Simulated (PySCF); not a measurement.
Excitations are Tamm–Dancoff values on a coarser integration grid. The basis has no diffuse functions, so Rydberg states are missing or too high.

Z-matrix (Å, degrees):
```
Ge
O 1 1.7451
C 2 1.4095 1 121.31
H 3 1.0999 2 107.77 1 -174.51
H 3 1.1034 4 108.42 2 121.11
H 3 1.1042 4 108.29 5 117.60
O 1 1.7451 2 109.65 3 -64.35
C 7 1.4095 1 121.26 2 175.71
H 8 1.0999 7 107.77 1 -174.90
H 8 1.1034 9 108.42 7 121.11
H 8 1.1042 9 108.29 10 117.60
O 1 1.7452 2 109.64 3 175.29
C 12 1.4094 1 121.30 2 -64.21
H 13 1.0999 12 107.77 1 -174.60
H 13 1.1034 14 108.42 12 121.11
H 13 1.1042 14 108.29 15 117.60
Cl 1 2.1586 2 109.30 3 55.48
```
Charge 0, multiplicity 1.

**Question.** What is the computed HOMO, T1 excitation (TDA) and brightest of the four lowest singlets (TDA) (PySCF with M06-2X/def2-TZVP // PBE0-D3(BJ)/def2-SVP)?

**Answer.** 
| Property | Value |
|---|---|
| HOMO | -10.05 eV |
| T1 excitation (TDA) | 6.95 eV |
| brightest of the four lowest singlets (TDA) | 8.02 eV |
